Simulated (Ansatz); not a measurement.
Geometry optimisation, RKS r2SCANh/6-31G in Ansatz 0.2.0.

The input (input.yaml):

```yaml
crystal:
  periodic: [false, false, false]
  atoms:
    - { symbol: C, position_ang: [-0.01874, 1.50346, -0.30224] }
    - { symbol: B, position_ang: [0.37773, 0.01441, -0.11501] }
    - { symbol: Si, position_ang: [0.1485, -1.65993, 0.56102] }
    - { symbol: Cl, position_ang: [0.95172, -2.10816, 2.40175] }
    - { symbol: H, position_ang: [-0.83266, 1.51637, -1.03127] }
    - { symbol: H, position_ang: [-0.40976, 1.98015, 0.59762] }
    - { symbol: H, position_ang: [0.76296, 2.14964, -0.70531] }
    - { symbol: H, position_ang: [-0.83423, -2.71267, 0.33507] }
basis:
  gaussian: { orbitals: "6-31G" }
hamiltonian:
  xc: r2scanh
relax:
  f_tol: 0.015
  max_steps: 40
```

Run as:

```bash
$ ansatz run input.yaml --threads 1 --pin off --max-ram 2048MiB --backend cpu --events-out ev --progress --plain --runs-dir out
```

Question: Where does it end, and by what steps?

Answer: It converged. Limits of this set-up: no polarisation functions. After 18 steps the energy has fallen by 0.662 eV; H8 moved furthest, 0.76 Å.

| step | energy less start (eV) | largest force component (eV/Å) | accepted |
| --- | --- | --- | --- |
| 0 | 0.0000 | 2.111 | yes |
| 1 | -0.3730 | 0.726 | yes |
| 2 | -0.4614 | 0.500 | yes |
| 3 | -0.5224 | 0.833 | yes |
| 4 | -0.6200 | 0.739 | yes |
| 5 | -0.6246 | 0.483 | yes |
| 6 | -0.6553 | 0.101 | yes |
| 7 | -0.6573 | 0.144 | yes |
| 8 | -0.6592 | 0.058 | yes |
| 9 | -0.6597 | 0.040 | yes |
| 10 | -0.6602 | 0.039 | yes |
| 11 | -0.6606 | 0.038 | yes |
| 12 | -0.6609 | 0.081 | yes |
| 13 | -0.6612 | 0.068 | yes |
| 14 | -0.6615 | 0.038 | yes |
| 15 | -0.6618 | 0.047 | yes |
| 16 | -0.6619 | 0.055 | yes |
| 17 | -0.6619 | 0.025 | yes |
| 18 | -0.6620 | 0.012 | yes |

```xyz
8
Properties=species:S:1:pos:R:3
C -0.025 1.477 -0.323
B 0.067 -0.004 0.010
Si -0.471 -1.661 0.822
Cl 0.994 -1.911 2.499
H -0.986 1.720 -0.796
H 0.013 2.055 0.613
H 0.784 1.829 -0.971
H -0.231 -2.821 -0.112
```

Whether the end is a true minimum wasn't checked by a vibrational analysis.

Time of the run: 96 s on 1 thread of Arm Neoverse V1, on a shared host, peak memory 0.16 GiB.
